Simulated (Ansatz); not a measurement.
Cartesian coordinates in Å:
```
F 0.058 -1.291 1.161
C 0.563 -0.416 0.292
F 1.402 0.382 0.951
F 1.282 -1.106 -0.606
C -0.510 0.354 -0.440
Br -1.610 1.387 0.751
H -1.149 -0.348 -0.968
H -0.036 1.037 -1.141
```

The species carries charge 0 and has multiplicity 1.

Q: List the r2SCAN/def2-TZVPP orbital energies in eV (Ansatz). (Best estimate.)

A: Computed: Occupied: -13122.40, -1695.62, -1526.41, -1526.30, -1526.30, -667.54, -667.50, -667.50, -280.21, -275.50, -235.27, -175.60, -175.24, -175.23, -69.41, -69.31, -69.31, -69.04, -69.04, -35.13, -32.70, -32.68, -22.28, -19.54, -17.44, -15.60, -15.54, -14.46, -12.40, -12.05, -11.94, -11.39, -10.73, -10.47, -10.38, -10.15, -7.60, -7.51. Lowest empty: -1.31, 1.31, 1.90, 2.94, 3.62, 3.63, 3.88, 4.33.
